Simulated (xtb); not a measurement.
Mg(Me)(Et) (C3H8Mg), SMILES [CH3][Mg][CH2]C. All values are semi-empirical tight-binding results from xtb (GFN2-xTB unless named), good for trends rather than for accurate numbers. The structure is a stationary point at GFN2-xTB. The structure was generated by enumeration; whether it is a known compound was not checked. One conformer was computed; it need not be the lowest.

Optimised geometry:

```xyz
12

Mg     0.6594     0.6854     0.6033
C     -1.3037     1.2363     1.2379
H     -1.7810     0.3347     1.6295
H     -1.8853     1.5695     0.3760
H     -1.3711     2.0083     2.0044
C      0.9739    -1.0279    -0.6324
C     -0.3139    -1.1545    -1.4354
H      1.1055    -1.9338    -0.0274
H      1.8239    -0.9705    -1.3209
H     -0.4384    -0.2996    -2.1073
H     -1.1802    -1.1948    -0.7677
H     -0.3243    -2.0621    -2.0475
```
Charge 0, spin multiplicity 1.

For metal compounds this method's bond lengths and energies can be far off.

Computed properties:
The orbital gap is 2.23 eV, the zero-point energy is 59.6 kcal/mol and the G − E(el) at 298.15 K (modified RRHO) is 39.9 kcal/mol.

Computed atomic charges and the Wiberg bond orders between heavy atoms:
charges (e) Mg1 0.38, C2 -0.25, H3 0.02, H4 0.02, H5 0.02, C6 -0.20, C7 -0.10, H8 0.01, H9 0.01, H10 0.03, H11 0.04, H12 0.02. Bond orders Mg1–C2 0.78, Mg1–C6 0.73, C6–C7 1.03.
